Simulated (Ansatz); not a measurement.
One change: `CO[SiH](O)[SiH3]` becomes `O[SiH](O)[SiH3]`.

Ansatz, PBE0-D4/def2-TZVP geometries, multiplicity 1. Each molecule was computed in one conformer, which needn't be the lowest.

| property | `CO[SiH](O)[SiH3]` |
| --- | --- |
| HOMO–LUMO gap (PBE/def2-TZVPP) / eV | 5.73 |
| HOMO energy (B3LYP/def2-TZVPP) / eV | -7.70 |
| HOMO energy (ωB97M-V/def2-TZVPP) / eV | -9.96 |
| HOMO energy (PBE/def2-TZVPP) / eV | -6.66 |
| zero-point energy (PBE0-D4/def2-TZVP) / kJ/mol | 237.9 |
| size of the dipole moment (PBE/def2-TZVPP) / D | 1.19 |

Q: Give the same properties after the change, and the shifts. (Estimate.)

A: The calculation gave: 
```csv
property,`O[SiH](O)[SiH3]`,shift
HOMO–LUMO gap (PBE/def2-TZVPP) / eV,5.71,-0.02
HOMO energy (B3LYP/def2-TZVPP) / eV,-7.72,-0.02
HOMO energy (ωB97M-V/def2-TZVPP) / eV,-9.99,-0.03
HOMO energy (PBE/def2-TZVPP) / eV,-6.69,-0.03
zero-point energy (PBE0-D4/def2-TZVP) / kJ/mol,163.4,-74.5
size of the dipole moment (PBE/def2-TZVPP) / D,1.19,0.00
```

The zero-point energy changes by -74.5 kJ/mol with -9 modes. Dipoles are sizes alone; their direction can turn.

B3LYP here is the variant with VWN-RPA as its local correlation; programs differ in this.
